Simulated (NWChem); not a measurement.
Species: C3H7O, doublet; SMILES C[CH]CO

```xyz
11

C     -0.0473    -1.9088    -0.1038
C      0.4267    -0.5241     0.1376
C     -0.4896     0.6457     0.1028
O      0.1751     1.8707    -0.0624
H     -0.8021    -1.9493    -0.9073
H      0.7786    -2.5843    -0.3752
H     -0.5264    -2.3493     0.7953
H      1.3956    -0.3635     0.6253
H     -1.2702     0.4833    -0.6736
H     -1.0463     0.7338     1.0594
H      0.7311     1.7873    -0.8447
```
Atoms are numbered in this order, from 1.

All runs: NWChem. Pople sets run with spherical d functions. Spin-unrestricted. Medium grid unless said otherwise, to which SCAN and Minnesota functionals are sensitive. Geometry: optimised at PBE0/def2-SVP, spin-unrestricted. No stability test was run on the SCF state. Total energies of different functionals are on different scales.

```csv
level,energy (Ha),highest occupied level (eV),"lowest empty minus highest occupied level, either spin (eV)",dipole (D),<S²>
B3LYP/6-31G*,-193.6779,-5.21,3.97,1.71,0.754
PBE/6-31G*,-193.4227,-4.09,2.06,1.62,0.753
TPSSh/6-31G*,-193.6871,___,___,1.69,0.755
BHandHLYP/6-31G*,-193.5617,-6.81,7.16,1.81,0.756
M05-2X/6-31G*,-193.6376,-6.71,6.76,1.82,0.754
MPW1K/6-31G*,-193.6262,-6.64,6.66,1.82,0.756
"LDA (Slater exchange, VWN5)/6-31G*",-191.9950,-3.98,1.47,1.70,0.752
"LDA (Slater exchange, PW92)/6-31G*",-191.9866,-3.97,1.45,1.70,0.752
```

Q: What belongs in the gaps?

A: 
- TPSSh/6-31G*, highest occupied level (eV): -4.88
- TPSSh/6-31G*, lowest empty minus highest occupied level, either spin (eV): 3.56
